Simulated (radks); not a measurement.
Q: La IV, 54 electrons, occupied as [Xe] (the NIST ground configuration). Calculated with a radial shooting solver on a logarithmic mesh with Libxc functionals: Dirac Kohn-Sham, PBE, spin-unpolarised, spherical densities, finite nucleus; Fermi nuclear charge, rms radius 4.855 fm. Some entries of the table are withheld. Estimate them.

orbital,occ.,eigenvalue (eV),<1/r> (bohr^-1),r(max) (bohr)
1s1/2,2,-38738.98,62.01,0.01608
2s1/2,2,-6184.273,14.59,0.09109
2p1/2,2,-5833.945,14.57,(1)
2p3/2,4,-5420.828,13.25,(2)
3s1/2,2,-1341.200,(3),0.2606
3p1/2,2,-1193.466,5.166,(4)
3p3/2,4,-1112.944,4.837,(5)
3d3/2,4,-854.1401,4.700,0.2082
3d5/2,6,-836.9134,4.616,0.2114
4s1/2,2,-289.4429,2.171,0.6086
4p1/2,2,(6),2.068,0.6191
4p3/2,4,(7),1.961,0.6432
4d3/2,4,-128.7734,1.742,0.6673
4d5/2,6,-125.7963,1.716,0.6752
5s1/2,2,-61.6018,0.8619,1.405
5p1/2,2,-46.5586,0.7690,1.532
5p3/2,4,-43.9137,0.7337,1.594
4f5/2,0,-27.4598,1.177,0.7385
4f7/2,0,-27.1713,1.168,0.7431
6s1/2,0,-20.3079,0.3761,3.232

A: 
(1) 2p1/2 r(max) (bohr): 0.06950
(2) 2p3/2 r(max) (bohr): 0.07466
(3) 3s1/2 <1/r> (bohr^-1): 5.254
(4) 3p1/2 r(max) (bohr): 0.2473
(5) 3p3/2 r(max) (bohr): 0.2585
(6) 4p1/2 eigenvalue (eV): -235.0673
(7) 4p3/2 eigenvalue (eV): -217.9306
